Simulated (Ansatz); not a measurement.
Computed with Ansatz on PBE0-D4/def2-TZVP structures; ΔE is electronic, products minus reactants. CBS: MP2 limit from def2 TZ/QZ plus the TZ coupled-cluster correction, frozen cores. This one scheme is used for every species, atoms too. Open shells (•) are unrestricted, without spin–orbit coupling. Spin–orbit coupling would lower the free atoms: a little for Si; clearly for Se. For Se outer-core shells are correlated without core-valence functions, so the limit isn't a true one: a few kJ/mol of doubt a bond, and 10 to 20 or more in all where bonds break to atoms. Scalar relativity is left out up to krypton.

Consider the atomization: `[SiH2]1[Se][Se]1` → 2 H• + 2 Se• + Si•.

`[SiH2]1[Se][Se]1`:

Cartesian coordinates in Å:
```
Si 0.288 0.232 0.214
Se -0.279 -0.752 -1.717
Se -1.684 -0.829 0.256
H 1.402 -0.360 0.985
H 0.273 1.709 0.262
```

```
           species  CCSD/def2-TZVPP energy (Eh)
`[SiH2]1[Se][Se]1`                  -5090.50748
                H•                     -0.49981
               Se•                  -2400.05177
               Si•                   -288.92521
```

Task: Work out ΔE.

Result: ΔE = 2 × (-0.49981) + 2 × (-2400.05177) + (-288.92521) − (-5090.50748) = 0.47911 Eh = +1257.9 kJ/mol. CCSD(T)/CBS gives +1361.2 kJ/mol.

Largest T1 diagnostic among the species: 0.012.

From r2SCAN to r2SCAN0 (25 % exact exchange), in def2-TZVPP and without D4, ΔE moves by −30.3 kJ/mol: exact exchange takes away binding that semilocal exchange gives to molecules. At CCSD(T), def2-SVP lies −173.3 kJ/mol from the extrapolated value and def2-TZVPP −66.4 kJ/mol: correlation converges slowly with the basis, and small sets miss more of it in the bonded molecule than in its fragments.

For atomizations the MP2-based limit and the directly extrapolated one differ by several kJ/mol either way, and by 10 to 25 for some Ge, Se and Sn compounds, so smaller differences from it don't rank the levels.
